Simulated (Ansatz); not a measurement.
Two isomers of C2H8B2O: A = `BBCOC`, B = `CBCBO`.

Isolated molecules relaxed with PBE0-D4/def2-TZVP in Ansatz; ΔE leaves out vibrations. CCSD(T)/CBS adds triple-zeta CCSD(T) − MP2 to the extrapolated MP2 energy (def2 sets, frozen cores). Functionals use def2-TZVPP. B3LYP here is the variant with VWN-RPA as its local correlation; programs differ in this. One conformer a species, not always the lowest.

(1) Which isomer does CCSD(T)/CBS put lower? Give the gap. (Best estimate.)

(2) Give E(B) − E(A) in kcal/mol with PBE0-D4, r2SCAN-D4, CCSD(T)/def2-TZVPP, B3LYP, PBE-D4, ωB97M-V, MP2/def2-TZVPP. (Estimate.)

Largest T1 diagnostic: 0.012.

Answers

(1) Computed: B, by 87.0 kcal/mol.

(2) The calculation gave: PBE0-D4 -85.1, r2SCAN-D4 -86.0, CCSD(T)/def2-TZVPP -86.4, B3LYP -83.2, PBE-D4 -83.8, ωB97M-V -86.5, MP2/def2-TZVPP -90.4. None reverses the order clearly.

From PBE to PBE0 (25 % exact exchange), in def2-TZVPP and without D4, E(B) − E(A) moves by −1.4 kcal/mol. In def2-TZVPP, CCSD(T) changes the Hartree–Fock value by −4.8 kcal/mol (the triples alone add −0.7 kcal/mol) and MP2 by −8.8 kcal/mol.
